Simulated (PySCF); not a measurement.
## Choosing a basis for TDDFT

C₃H₈BFO.
Cartesian coordinates in Å at the PBE0-D3(BJ)/def2-SVP level; atoms count from 1:
```
atom  x, y, z in Å
C1     2.1399   -0.3962    0.1878
B2     1.3061    0.8515   -0.2657
O3    -0.0570    0.8758   -0.3051
C4    -0.8433   -0.2169    0.0376
C5    -2.2923    0.1776    0.0081
F6    -0.6228   -1.2212   -0.8704
H7     3.1796   -0.1395    0.4326
H8     2.1609   -1.1136   -0.6519
H9     1.6962   -0.9413    1.0365
H10    1.8178    1.8858   -0.6354
H11   -0.5403   -0.6115    1.0249
H12   -2.4789    0.9788    0.7361
H13   -2.5471    0.5447   -0.9959
H14   -2.9267   -0.6853    0.2514
```

TDDFT with PBE0 (PySCF), vertical singlets, core orbitals frozen in the response, spherical d and f functions. One conformer (not necessarily the lowest) at the PBE0-D3(BJ)/def2-SVP geometry, without solvent, vibrations or thermal averaging.

Question: Compare 6-31G*, 6-31+G*, def2-SVP, def2-SVPD, aug-cc-pVDZ, def2-TZVP and def2-TZVPD for this molecule.

Answer: 

```json
{"basis": "6-31G*", "functions": "100", "diffuse": "no", "S1 (eV)": "6.61", "S2 (eV)": "8.02", "S3 (eV)": "8.74", "S4 (eV)": "9.12", "S5 (eV)": "9.45", "LUMO (eV)": "0.29", "α (au)": "47.3"}
{"basis": "6-31+G*", "functions": "124", "diffuse": "yes", "S1 (eV)": "6.49", "S2 (eV)": "7.68", "S3 (eV)": "7.92", "S4 (eV)": "8.32", "S5 (eV)": "8.42", "LUMO (eV)": "-0.23", "α (au)": "53.3"}
{"basis": "def2-SVP", "functions": "124", "diffuse": "no", "S1 (eV)": "6.51", "S2 (eV)": "7.94", "S3 (eV)": "8.63", "S4 (eV)": "8.96", "S5 (eV)": "9.07", "LUMO (eV)": "0.00", "α (au)": "48.6"}
{"basis": "def2-SVPD", "functions": "190", "diffuse": "yes", "S1 (eV)": "6.46", "S2 (eV)": "7.87", "S3 (eV)": "8.03", "S4 (eV)": "8.55", "S5 (eV)": "8.75", "LUMO (eV)": "-0.23", "α (au)": "57.1"}
{"basis": "aug-cc-pVDZ", "functions": "210", "diffuse": "yes", "S1 (eV)": "6.42", "S2 (eV)": "7.49", "S3 (eV)": "7.82", "S4 (eV)": "7.99", "S5 (eV)": "8.09", "LUMO (eV)": "-0.31", "α (au)": "58.2"}
{"basis": "def2-TZVP", "functions": "234", "diffuse": "no", "S1 (eV)": "6.46", "S2 (eV)": "7.86", "S3 (eV)": "8.37", "S4 (eV)": "8.56", "S5 (eV)": "8.94", "LUMO (eV)": "-0.17", "α (au)": "55.3"}
{"basis": "def2-TZVPD", "functions": "300", "diffuse": "yes", "S1 (eV)": "6.43", "S2 (eV)": "7.67", "S3 (eV)": "7.85", "S4 (eV)": "8.32", "S5 (eV)": "8.38", "LUMO (eV)": "-0.25", "α (au)": "58.1"}
```

States are compared by their number. Against the largest diffuse basis here (def2-TZVPD, itself not a converged limit), sets without diffuse functions differ by up to 0.17 eV in S1 and 1.07 eV in S5; the smaller diffuse sets differ by up to 0.05 and 0.37 eV. State by state, the largest deviation of a set without diffuse functions is S1 0.17, S2 0.35, S3 0.89, S4 0.79, S5 1.07 eV. The same number needn't mean the same state in each row. Against def2-TZVPD the polarisability deviates by -19% in 6-31G*, -8% in 6-31+G*, -16% in def2-SVP, -2% in def2-SVPD, 0% in aug-cc-pVDZ, -5% in def2-TZVP. A single + in a Pople set puts diffuse functions on heavy atoms only.

Without π bonds the low states are Rydberg-like; a valence basis with one diffuse set may place them up to an eV too high.
